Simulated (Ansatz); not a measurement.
`CC(S)N[SiH3]` and `[SiH3]NCS` differ in one atom or group.

Ansatz, PBE0-D4/def2-TZVP geometries, multiplicity 1. Each molecule was computed in one conformer, which needn't be the lowest.

```json
{"property": "LUMO energy (PBE0/def2-TZVPP) / eV", "`CC(S)N[SiH3]`": "0.08"}
{"property": "size of the dipole moment (ωB97M-V/def2-TZVPP) / D", "`CC(S)N[SiH3]`": "1.10"}
{"property": "HOMO–LUMO gap (ωB97M-V/def2-TZVPP) / eV", "`CC(S)N[SiH3]`": "10.70"}
{"property": "LUMO energy (B3LYP/def2-TZVPP) / eV", "`CC(S)N[SiH3]`": "-0.16"}
{"property": "HOMO energy (PBE0/def2-TZVPP) / eV", "`CC(S)N[SiH3]`": "-6.68"}
{"property": "size of the dipole moment (B3LYP/def2-TZVPP) / D", "`CC(S)N[SiH3]`": "1.16"}
```

(1) What does the change do to each property? (Estimate.)

## Answers

(1) The calculation gave: 
```csv
property,`[SiH3]NCS`,shift
LUMO energy (PBE0/def2-TZVPP) / eV,0.05,-0.03
size of the dipole moment (ωB97M-V/def2-TZVPP) / D,1.50,0.40
HOMO–LUMO gap (ωB97M-V/def2-TZVPP) / eV,10.79,0.09
LUMO energy (B3LYP/def2-TZVPP) / eV,-0.21,-0.05
HOMO energy (PBE0/def2-TZVPP) / eV,-6.80,-0.12
size of the dipole moment (B3LYP/def2-TZVPP) / D,1.51,0.35
```

Dipoles are sizes alone; their direction can turn.

B3LYP here is the variant with VWN-RPA as its local correlation; programs differ in this.
